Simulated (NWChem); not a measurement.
System: WN2H2ClF; SMILES [NH]=[W](=[NH])([F])[Cl]

Not confirmed as a minimum by frequencies. def2 effective core potentials on W; no spin-orbit coupling.

Task: Give the equilibrium geometry at PBE0/def2-SVP with def2 effective core potentials on W (NWChem) as a Z-matrix, with the point group.

Result: point group Cs; any orientation.
```
W
N 1 1.7377
H 2 1.0158 1 155.89
N 1 1.7377 2 109.09 3 2.51
H 4 1.0158 1 155.89 2 -2.51
F 1 1.8752 2 108.00 3 119.65
Cl 1 2.2959 2 107.04 3 -112.99
```
